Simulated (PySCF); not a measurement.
## Two-photon absorption: `InChI=1S/C14H10ClF/c15-13-7-3-11(4-8-13)1-2-12-5-9-14(16)10-6-12/h1-10H/b2-1+`

Molfile (atoms numbered from 1):
```
C14H10ClF
     RDKit          3D

 26 27  0  0  0  0  0  0  0  0999 V2000
    6.0251   -0.1556    0.2132 F   0  0  0  0  0  0  0  0  0  0  0  0
    4.6805   -0.0726    0.2880 C   0  0  0  0  0  0  0  0  0  0  0  0
    4.1007    0.5149    1.3980 C   0  0  0  0  0  0  0  0  0  0  0  0
    2.7244    0.5935    1.4612 C   0  0  0  0  0  0  0  0  0  0  0  0
    1.9152    0.0942    0.4346 C   0  0  0  0  0  0  0  0  0  0  0  0
    0.4756    0.2108    0.5701 C   0  0  0  0  0  0  0  0  0  0  0  0
   -0.4458   -0.2098   -0.3092 C   0  0  0  0  0  0  0  0  0  0  0  0
   -1.8848   -0.0937   -0.1732 C   0  0  0  0  0  0  0  0  0  0  0  0
   -2.6966   -0.5907   -1.1986 C   0  0  0  0  0  0  0  0  0  0  0  0
   -4.0725   -0.5125   -1.1338 C   0  0  0  0  0  0  0  0  0  0  0  0
   -4.6664    0.0726   -0.0265 C   0  0  0  0  0  0  0  0  0  0  0  0
   -6.3886    0.1757    0.0679 Cl  0  0  0  0  0  0  0  0  0  0  0  0
   -3.8889    0.5747    1.0066 C   0  0  0  0  0  0  0  0  0  0  0  0
   -2.5139    0.4909    0.9303 C   0  0  0  0  0  0  0  0  0  0  0  0
    2.5411   -0.4918   -0.6703 C   0  0  0  0  0  0  0  0  0  0  0  0
    3.9159   -0.5780   -0.7490 C   0  0  0  0  0  0  0  0  0  0  0  0
    4.7239    0.8998    2.1899 H   0  0  0  0  0  0  0  0  0  0  0  0
    2.2625    1.0501    2.3245 H   0  0  0  0  0  0  0  0  0  0  0  0
    0.1557    0.6900    1.4855 H   0  0  0  0  0  0  0  0  0  0  0  0
   -0.1257   -0.6884   -1.2250 H   0  0  0  0  0  0  0  0  0  0  0  0
   -2.2372   -1.0474   -2.0633 H   0  0  0  0  0  0  0  0  0  0  0  0
   -4.6847   -0.9016   -1.9323 H   0  0  0  0  0  0  0  0  0  0  0  0
   -4.3622    1.0278    1.8636 H   0  0  0  0  0  0  0  0  0  0  0  0
   -1.9262    0.8880    1.7428 H   0  0  0  0  0  0  0  0  0  0  0  0
    1.9505   -0.8883   -1.4806 H   0  0  0  0  0  0  0  0  0  0  0  0
    4.4013   -1.0301   -1.5999 H   0  0  0  0  0  0  0  0  0  0  0  0
  1  2  1  0
  2  3  1  0
  3  4  2  0
  4  5  1  0
  5  6  1  0
  6  7  2  0
  7  8  1  0
  8  9  1  0
  9 10  2  0
 10 11  1  0
 11 12  1  0
 11 13  2  0
 13 14  1  0
  5 15  2  0
 15 16  1  0
 16  2  2  0
 14  8  2  0
  3 17  1  0
  4 18  1  0
  6 19  1  0
  7 20  1  0
  9 21  1  0
 10 22  1  0
 13 23  1  0
 14 24  1  0
 15 25  1  0
 16 26  1  0
M  END
```

Method: TDDFT PBE0/def2-SVPD excited states, vertical, gas phase (PySCF). Geometry: GFN2-xTB.

Singlets 5 and 6 lie within 0.01 eV of each other, so their separate moments and overlaps can depend on how they mix.

(1) Give the one- and two-photon strengths of the lowest singlets.

## Answers

(1) δ for parallel linear polarisation; σ at the peak of a Lorentzian of half width 0.1 eV, single beam; Ω is circular over linear.
| state | E (eV) | f | photon λ (nm) | δ (au) | σ (GM) | Ω | main |
| --- | --- | --- | --- | --- | --- | --- | --- |
| S1 | 3.85 | 1.017 | 644 | 2.03 | 0.01 | 0.94 | HOMO→LUMO 0.97 |
| S2 | 4.54 | 0.095 | 546 | 15.5 | 0.12 | 1.17 | HOMO→LUMO+1 0.52, HOMO→LUMO+2 0.23 |
| S3 | 4.58 | 0.018 | 542 | 359 | 2.75 | 1.15 | HOMO→LUMO+2 0.53, HOMO→LUMO+1 0.25 |
| S4 | 5.06 | 0.000 | 490 | 44900 | 421.45 | 0.68 | HOMO−1→LUMO 0.70, HOMO→LUMO+3 0.26 |
| S5 | 5.32 | 0.062 | 466 | 3.28 | 0.03 | 1.30 | HOMO−2→LUMO 0.63, HOMO→LUMO+2 0.18 |

Among these, the strongest one-photon state is S1, the strongest two-photon state S4, with a dipole change of 1.0 D (relaxed, norm of the difference vector).
